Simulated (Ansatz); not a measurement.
Calculated with Ansatz (gas phase, PBE0-D4/def2-TZVP geometries, no zero-point term in ΔE). CCSD(T)/CBS adds triple-zeta CCSD(T) − MP2 to the extrapolated MP2 energy (def2 sets, frozen cores). Functionals use def2-TZVPP. Each species was taken in one conformer, which may not be the lowest.

`[SiH3][SiH]1COC1` → `C=C[SiH2][SiH2]O`  (isomerisation)

(1) Is it downhill or uphill in electronic energy at CCSD(T)/CBS, and by how much? (Estimate.)

(2) What do these levels give: PBE-D4, PBE0-D4, ωB97X-V, r2SCAN, CCSD/def2-TZVPP, HF/def2-QZVPP? (Best estimate.)

Largest T1 diagnostic among the species: 0.013.

## Answers

(1) The calculation gave: Downhill: ΔE = -200.3 kJ/mol.

(2) The calculation gave: PBE-D4 -168.8, PBE0-D4 -173.1, ωB97X-V -177.0, r2SCAN -185.9, CCSD/def2-TZVPP -199.4, HF/def2-QZVPP -224.9 kJ/mol.

In def2-TZVPP, CCSD(T) changes the Hartree–Fock value by +27.5 kJ/mol (the triples alone add +2.9 kJ/mol) and MP2 by +23.1 kJ/mol. From PBE to PBE0 (25 % exact exchange), in def2-TZVPP and without D4, ΔE moves by −4.1 kJ/mol.
